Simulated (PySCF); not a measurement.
B(F)(OH)(OEt) (C₂H₆BFO₂), SMILES CCOB(O)F.

Geometry: PBE-D3(BJ)/def2-SVP. The values are those of a single conformer.

All values below come from PBE-D3(BJ)/def2-SVP in PySCF.

Harmonic, unscaled wavenumbers; measured fundamentals usually lie a few per cent lower.

```tsv
mode	ν (cm⁻¹)	IR (km/mol)	moving atoms (share of kinetic energy)
1	65	0.3	O 33 %, C 33 %, H 29 %
2	101	2.2	O 32 %, F 30 %, C 22 %, H 13 %
3	199	2.4	H 53 %, O 28 %, C 12 %
4	284	2.1	H 70 %, C 15 %, O 13 %
5	380	12.2	C 26 %, O 25 %, F 24 %, H 19 %
6	439	21.9	O 35 %, F 26 %, H 21 %, C 10 %
7	494	78.0	H 77 %, O 13 %
8	514	9.8	O 34 %, H 28 %, F 19 %, C 15 %
9	654	58.5	B 80 %, O 15 %
10	772	11.4	H 60 %, O 20 %, C 12 %
11	805	9.9	H 46 %, O 36 %, C 11 %
12	915	7.7	H 39 %, C 27 %, O 22 %, F 10 %
13	973	104.9	H 73 %, O 17 %
14	1073	9.5	C 57 %, H 33 %, O 8 %
15	1106	40.9	C 42 %, H 29 %, O 25 %
16	1149	7.2	H 51 %, C 38 %, O 8 %
17	1276	1.7	H 91 %
18	1321	37.9	H 78 %, C 19 %
19	1356	109.7	H 69 %, C 26 %
20	1394	312.0	B 61 %, H 18 %, O 12 %, F 9 %
21	1410	40.8	H 83 %, B 11 %
22	1421	53.9	H 85 %
23	1431	40.9	H 86 %
24	1500	368.2	B 52 %, H 25 %, O 22 %
25	2970	38.4	H 95 %
26	2976	12.4	H 97 %
27	3026	17.4	H 90 %, C 10 %
28	3071	17.6	H 91 %, C 9 %
29	3077	18.7	H 90 %, C 10 %
30	3763	80.0	H 94 %
```
